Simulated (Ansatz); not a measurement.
`C[SiH2]Cl` + `[NH2][SbH2]` → `C[SiH](Cl)[SbH2]` + NH₃ at 500 K and 1 bar (formal exchange of groups at the Si–H bond).

Computed with Ansatz on PBE0-D4/def2-TZVP structures; ΔE is electronic, products minus reactants. CBS: MP2 limit from def2 TZ/QZ plus the TZ coupled-cluster correction, frozen cores. This one scheme is used for every species. def2 core potentials past Kr. For Sb outer-core shells are correlated without core-valence functions, which leaves a few kJ/mol of doubt a bond.

| species | CCSD(T)/CBS energy (Eh) | H − E (kJ/mol) | S (J/(mol·K)) |
| --- | --- | --- | --- |
| `C[SiH2]Cl` | -789.97638 | 179.1 | 344.9 |
| `[NH2][SbH2]` | -297.10356 | 130.2 | 315.2 |
| `C[SiH](Cl)[SbH2]` | -1030.59494 | 210.0 | 444.9 |
| NH₃ | -56.50880 | 108.2 | 211.8 |

H − E and S are ideal-gas, rigid-rotor, harmonic terms from PBE0-D4/def2-TZVP, for one conformer and one mirror image of each species. 1 Eh = 2625.50 kJ/mol, R = 8.31446 J/(mol·K).

Q: By hand: ΔE, ΔH, ΔS and ΔG.

A: ΔE = (-1030.59494) + (-56.50880) − (-789.97638) − (-297.10356) = -0.02380 Eh = -62.5 kJ/mol. Δ(H − E) = 210.0 + 108.2 − 179.1 − 130.2 = 8.9, so ΔH = -53.6 kJ/mol. ΔS = 444.9 + 211.8 − 344.9 − 315.2 = -3.4 J/(mol·K). ΔG = -53.6 − 500 × (-3.4)/1000 = -51.9 kJ/mol.

Q: By hand: the equilibrium constant, and the temperature at which ΔG would vanish if ΔH and ΔS stayed fixed.

A: log₁₀ K = −ΔG/(RT ln 10) = 5.4. ΔG = 0 at ΔH/ΔS = 15765 K, far beyond where these terms or the molecules hold.

The number of gas molecules stays the same, so ΔS is small and ΔH decides. A doubt of 5 kJ/mol in ΔE shifts log₁₀ K by 0.5 here. Other conformers and mirror images would add mixing entropy, several J/(mol·K) or more a flexible species. These are equilibria of isolated gas molecules and say nothing of rates. Largest T1 diagnostic: 0.013 (customary marks: 0.02 for closed shells, 0.045 for open ones).
